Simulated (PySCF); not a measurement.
## Fractional electron number in Rh²⁺ (rhodium, charge +2)

The 4d beta orbital of [Kr] 4d7 is emptied in steps (occupation f), with all orbitals relaxed, ending at [Kr] 4d6. All numbers are calculated (PySCF 2.14, scalar relativity through the core potential, in aug-cc-pVDZ-PP with ECP28MDF). The exact energy is a straight line in f; departures are measured from the line between the end points of the same method.

| f | M06-2X (eV) |
| --- | --- |
| 1 | 0.000 |
| 0.8 | -0.446 |
| 0.6 | -0.684 |
| 0.4 | -0.703 |
| 0.2 | -0.487 |
| 0 | 0.000 |

Task: For M06-2X, how does the orbital energy at f = 1 compare with the removal energy?

Result: −ε = 28.553 eV against a total-energy difference of 31.288 eV. By Janak's theorem ε = ∂E/∂f, so the gap between them reflects the curvature. Along the path −ε is 29.571 (f = 0.8), 30.635 (f = 0.6), 31.761 (f = 0.4), 32.995 (f = 0.2) eV.

Reference removal energy between the ground levels: 31.06 eV (semi-empirical (NIST evaluation); NIST Atomic Spectra Database, ionization energies). The calculation has no spin-orbit coupling. The determinant left behind need not be the lowest term of the ion.
